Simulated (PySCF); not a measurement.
PySCF input for GaF₃, SMILES [F][Ga]([F])[F], IEF-PCM-B3LYP/def2-SVP. Coordinates come from a PBE0-D3(BJ)/def2-SVP optimisation. The isomer is the one that the SMILES or the coordinates give; other isomers of the formula were not compared.

```python
import numpy as np
from pyscf import gto, scf, dft
from pyscf.solvent import pcm

mol = gto.M(
    atom='''
    Ga    0.00000000    0.00000000    0.00000000
    F    -1.72736962    0.00000000    0.00000000
    F     0.86368481    1.49594597    0.00000000
    F     0.86368481   -1.49594597    0.00000000
    ''',
    basis='def2-SVP',
    charge=0,
    spin=0,
    max_memory=1600,
    verbose=3,
)
mf = dft.RKS(mol, xc='b3lyp').density_fit(auxbasis='def2-universal-jkfit')
mf.grids.level = 3
mf.conv_tol = 1e-9
mf.max_cycle = 100
mf.kernel()
res = {}
for name, eps in {'water': 78.355, '1-octanol': 9.8629, 'chloroform': 4.7113}.items():
    s = mf.PCM()
    s.with_solvent.method, s.with_solvent.eps, s.with_solvent.lebedev_order = 'IEF-PCM', eps, 29
    s.kernel(mf.make_rdm1())
    res[name] = (s.e_tot, eps, s.dip_moment(), s.mo_energy, s.converged)
    print(f'{name}: electrostatic solvation free energy {(s.e_tot - mf.e_tot) * 627.509474:.3f} kcal/mol')
```

Log of the run:

```
converged SCF energy = -2224.05641597062

WARN: PCM is an experimental feature. It is still in testing.
Features and APIs may be changed in the future.

converged SCF energy = -2224.06878444871
Dipole moment(X, Y, Z, Debye): -0.00031, -0.00000,  0.00000
water: electrostatic solvation free energy -7.761 kcal/mol

WARN: PCM is an experimental feature. It is still in testing.
Features and APIs may be changed in the future.

converged SCF energy = -2224.06709169435
Dipole moment(X, Y, Z, Debye): -0.00019,  0.00000, -0.00000
1-octanol: electrostatic solvation free energy -6.699 kcal/mol

WARN: PCM is an experimental feature. It is still in testing.
Features and APIs may be changed in the future.

converged SCF energy = -2224.06520498131
Dipole moment(X, Y, Z, Debye): -0.00004, -0.00000,  0.00000
chloroform: electrostatic solvation free energy -5.515 kcal/mol
```

Self-consistency was reached.

Cost: roughly 21 core-seconds.
